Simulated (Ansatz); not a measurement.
Reactions of `N=C(F)CO`.

Isolated molecules relaxed with PBE0-D4/def2-TZVP in Ansatz; ΔE leaves out vibrations. CCSD(T)/CBS is the MP2 limit (def2-TZVPP, def2-QZVPP) plus CCSD(T) − MP2 in def2-TZVPP, frozen cores. This one scheme is used for every species. Each species was taken in one conformer, which may not be the lowest.

(1) Order these by ΔE at CCSD(T)/CBS, lowest first. (Estimate.)
A. `N=C(F)CO` + HCl → `N=C(Cl)CO` + H–F
B. `N=C(F)CO` + `N[SiH2]S` → `N=C(F)S[SiH2]N` + CH₃OH
C. `N=C(F)CO` + H₂ → `N=CF` + CH₃OH

Largest T1 diagnostic: 0.013, for `N=CF`.

## Answers

(1) C (-25.8 kJ/mol), A (-14.2 kJ/mol), B (+29.1 kJ/mol).
